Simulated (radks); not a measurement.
Isoelectronic series with 38 electrons, all held in the configuration [Kr] 4d2, which need not be the ground one along the series. Calculated with a radial shooting solver on a logarithmic mesh with Libxc functionals: Dirac Kohn-Sham, PBEsol, spin-unpolarised, spherical densities, finite nucleus; open shells are shared between the two j in proportion to 2j + 1; Fermi nuclear charge, rms radius of each element as measured or else 0.836 A^(1/3) + 0.57 fm. Total energies (hartree) and orbital eigenvalues (Ry):

ion    E (hartree)      4d5/2      4d3/2      4p3/2      4p1/2
Nb3+   -3816.27933   -2.23902   -2.25633   -4.69410   -4.85609
Tc5+   -4278.43439   -4.70281   -4.73458   -7.77128   -8.00836
Rh7+   -4769.86751   -7.77504   -7.82575  -11.44138  -11.77432
Ag9+   -5290.81214  -11.41451  -11.48947  -15.67157  -16.12410
In11+  -5841.54392  -15.60047  -15.70580  -20.44613  -21.04537
Sb13+  -6422.37743  -20.32056  -20.46329  -25.75626  -26.53307
I15+   -7033.65806  -25.56681  -25.75491  -31.59674  -32.58610
Cs17+   -7675.7655  -31.33375  -31.57619  -37.96445  -39.20579
La19+   -8349.1088  -37.61754  -37.92438  -44.85760  -46.39526
Pr21+   -9054.1325  -44.41542  -44.79784  -52.27538  -54.15895
Pm23+   -9791.3054  -51.72537  -52.19576  -60.21762  -62.50248
Eu25+  -10561.1238  -59.54595  -60.11796  -68.68470  -71.43243
Tb27+  -11364.2161  -67.87610  -68.56473  -77.67735  -80.95633
Ho29+  -12201.0594  -76.71514  -77.53679  -87.19672  -91.08268
Tm31+  -13072.3973  -86.06258  -87.03512  -97.24415  -101.8208
